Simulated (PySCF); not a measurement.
# GeOF + HCl → GeOCl + HF

Level: PBE0 in the def2-TZVP basis family, all electrons, no relativity, computed in PySCF with density fitting; open shells unrestricted.

```csv
species,state and structure,E (Eh),ZPE (kJ/mol),H(298 K) − H(0) (kJ/mol),S° (J/(mol K))
GeOF,"doublet, Cs, Ge–F 1.740 Å, Ge–O 1.673 Å; F–Ge–O 116.9°",-2251.69567,9.8,12.0,282.5
HCl,"singlet, C∞v, H–Cl 1.279 Å",-460.66440,17.9,8.7,186.6
GeOCl,"doublet, Cs, Ge–Cl 2.167 Å, Ge–O 1.660 Å; Cl–Ge–O 119.4°",-2611.97693,8.3,12.6,294.0
HF,"singlet, C∞v, H–F 0.920 Å",-100.39188,24.9,8.7,173.6
```

(1) What is the electronic reaction energy?

(2) Add zero-point, thermal and entropy terms for 298.15 K and 1 bar.

Results:

(1) At PBE0/def2-TZVP, ΔE = -22.9 kJ/mol from the differences of the total energies times 2625.5, downhill. 

(2) ΔZPE = 5.5 and Δ[H(298) − H(0)] = 0.6 kJ/mol give ΔH° = -16.8 kJ/mol. ΔS° = -1.5 J/(mol K), so ΔG° = -16.8 − 298.15 × (-0.0015) = -16 kJ/mol and log₁₀K = 2.9.

Only the bonding shown was studied: isomers, or loss of a ligand pair, can lie lower.
